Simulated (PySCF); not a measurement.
# Worked example: oscillator strength and radiative lifetime

C₂H₄Cl₂Ge, SMILES C=[CH][GeH]([Cl])[Cl].

Coordinates come from a r2SCAN-D4/def2-SVP optimisation. The structure was generated by enumeration, and PubChem lists no compound with its InChIKey, so it may never have been made. One conformer was computed; it need not be the lowest.

TDA-CAM-B3LYP/def2-SVPD in PySCF puts the first singlet state with f over 0.02 at 6.97 eV (vertical), with the transition dipole (0.400, 0.197, -0.068) in atomic units.

Problem. Find the oscillator strength, the wavelength and the radiative lifetime that this transition would have in vacuum if emission retraced absorption.

Solution. 
|μ|² = 0.2034 au, so |μ| = 1.15 D. ΔE = 6.97/27.211 = 0.2561 hartree. f = (2/3) ΔE |μ|² = 0.035 (the program prints 0.035).
λ = 1239.84/6.97 = 178 nm; ν = 56217 cm⁻¹.
Einstein's coefficient A = 0.6670 ν² f s⁻¹ (ν in cm⁻¹) = 7.3e7 s⁻¹, so τ = 1/A = 14 ns. This state is S2; the lower singlet has f = 0.016. The figure is the radiative limit of this one transition; relaxation, internal conversion, crossing to triplets and a medium change what is measured.
